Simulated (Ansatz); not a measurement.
Abridged output of a molecular run in Ansatz:

```
Functional definition: HF
1668 factors; integrals over basis functions are off by at most 1.0e-3 eV
mean field evaluation 1: about -19842.0365 eV, gradient 4.9e1 eV
mean field evaluation 2: about -19842.3518 eV, gradient 5.0e1 eV
mean field evaluation 4: about -19847.9026 eV, gradient 4.9e0 eV
mean field evaluation 8: about -19847.9894 eV, gradient 3.1e-1 eV
mean field evaluation 16: about -19847.9897 eV, gradient 2.8e-6 eV
mean field -19847.98969012 eV, -729.4001676612 hartree, gradient 2.8e-6 eV, S^2 0.000000; 0 other end points of the search recorded, 0 dependent functions left out
13 core orbitals not correlated: weight in the atoms' cores, before any rotation towards them, 1.000 or more for the frozen orbitals, at most 0.000 for the correlated occupied ones
reference -19847.98969012 eV, -729.4001676612 hartree; 15, 15 occupied and 261, 261 virtual orbitals, 1668 factors
second order -22.69754927 eV of doubles, -0.00000000 eV of singles
cycle   1  -23.29921194 eV  change   -6.0e-1 eV  update   1.0e-1
cycle   2  -23.91770978 eV  change   -6.2e-1 eV  update   3.1e-2
cycle   3  -24.03203785 eV  change   -1.1e-1 eV  update   1.5e-2
cycle   4  -24.02037259 eV  change    1.2e-2 eV  update   3.8e-3
cycle   5  -24.02036123 eV  change    1.1e-5 eV  update   2.0e-3
cycle   6  -24.02075451 eV  change   -3.9e-4 eV  update   6.0e-4
cycle   7  -24.02046934 eV  change    2.9e-4 eV  update   2.6e-4
cycle   8  -24.02041915 eV  change    5.0e-5 eV  update   8.9e-5
cycle   9  -24.02044743 eV  change   -2.8e-5 eV  update   3.5e-5
perturbative correction -0.97471857 eV, -0.0358202466 hartree
Total energy: -19872.98485612 eV, -730.3187230694 hartree
```

Its atoms:

Z-matrix (Å, degrees):
```
Si
N 1 1.711
N 1 1.711 2 116.1
H 1 1.490 2 110.7 3 118.2
H 1 1.485 2 104.3 3 -121.5
Si 2 1.698 1 153.5 3 155.2
C 2 1.491 1 130.9 3 -69.5
H 3 1.006 1 120.8 2 94.2
H 3 1.006 1 122.4 2 -59.0
H 6 1.481 2 119.6 1 38.9
H 6 1.481 2 118.5 1 -105.0
H 7 1.089 2 115.2 1 86.2
H 7 1.091 2 115.8 1 -49.0
```

Q: Which basis set was used?
A. def2-QZVPP
B. def2-TZVPP
C. def2-SVP
D. cc-pV(D+d)Z

A: B. It gives 289 functions.

Q: Write the keys of the input that set method, charge and spin (a neutral closed shell needs none for the last two).

A: 
```yaml
correlation: {method: ccsd_t}
```
